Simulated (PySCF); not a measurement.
Electron correlation in Cl⁻ (chlorine, charge -1)

[Ar], closed-shell 1S. All numbers are calculated (PySCF 2.14, scalar relativity by spin-free X2C-1e, in aug-cc-pVTZ-DK). Frozen: [Ne]; 8 electrons correlated.

```csv
level,correlation energy (mhartree)
CCSD,-222.21
(T),-9.50
CCSD(T),-231.71
```

Diagnostics: T1 = 0.0063, D1 = 0.0098, largest double amplitude 0.030.

Q: Is a single reference adequate?

A: Yes: T1 lies below 0.03 and no double amplitude reaches 0.07.
